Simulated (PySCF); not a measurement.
**Cost of excited-state runs on SMILES C#CC1=CC[C@H]1CN, C₇H₉N**

Geometry:
```tsv
atom	x (Å)	y (Å)	z (Å)
C1	2.893	1.809	0.830
C2	2.153	0.904	0.550
C3	1.242	-0.099	0.207
C4	1.264	-1.435	0.112
C5	-0.172	-1.545	-0.312
C6	-0.215	0.006	-0.202
C7	-1.157	0.586	0.857
N8	-2.564	0.548	0.507
H9	3.558	2.581	1.081
H10	2.021	-2.182	0.267
H11	-0.335	-1.945	-1.313
H12	-0.822	-2.068	0.391
H13	-0.371	0.511	-1.159
H14	-1.030	0.036	1.794
H15	-0.884	1.630	1.040
H16	-2.731	1.082	-0.340
H17	-2.856	-0.408	0.329
```

PySCF with density fitting, on 1 thread of an AMD EPYC, shared host. Command: `OMP_NUM_THREADS=1 python excited_run.py task.json out`

(1) How long does each of these runs take, and how much memory?
- vibronic structure, CAM-B3LYP/def2-SV(P); full response
- vibronic structure, CAM-B3LYP/pcseg-0; full response

Answers

(1) 
```
               run                 level  basis functions  wall time  peak memory (GiB)
vibronic structure  CAM-B3LYP/def2-SV(P)              130       78 s               0.83
vibronic structure     CAM-B3LYP/pcseg-0               90       54 s               0.76
```
Times from a shared host are rough.
